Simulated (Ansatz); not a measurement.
BiF₂, doublet, at a GFN2-xTB geometry (such geometries of metal compounds can be far from the true shape) (the spin is typed, not shown lowest) (core potentials on Bi); Ansatz (a first-principles code) with B97M-V/def2-SVP.

Ansatz was given this input:
Ansatz 0.2 input:
```yaml
crystal:
  periodic: [false, false, false]
  atoms:
    - {symbol: Bi, position_ang: [0.21676949, 0.09744039, 0.08784468]}
    - {symbol: F, position_ang: [-1.13429517, 0.71672105, -1.36595467]}
    - {symbol: F, position_ang: [-0.86480123, -1.61533800, 0.55583154]}
basis:
  gaussian:
    orbitals: def2-SVP
hamiltonian:
  xc: {name: B97M-V}
magnetization: {spin_polarized: true, initial_magnetization: 1}
```

Task: Write the output that Ansatz gives for this input, abridged.

Result: 
```
Functional definition: B97M-V
572 factors; their error is unknown
mean field evaluation 1: about -11262.2680 eV, gradient 3.9e1 eV
mean field evaluation 2: about -11189.4140 eV, gradient 1.3e2 eV
mean field evaluation 4: about -11268.1288 eV, gradient 2.8e0 eV
mean field evaluation 8: about -11268.1324 eV, gradient 1.7e-2 eV
mean field evaluation 16: about -11268.1324 eV, gradient 2.2e-5 eV
mean field -11268.13237115 eV, -414.0962268253 hartree, gradient 2.2e-5 eV, S^2 0.751805; 0 other end points of the search recorded, 0 dependent functions left out
reference -11268.13241000 eV, -414.0962282529 hartree; 21, 20 occupied and 33, 34 virtual orbitals, 572 factors
Total energy: -11268.13241000 eV, -414.0962282529 hartree
```
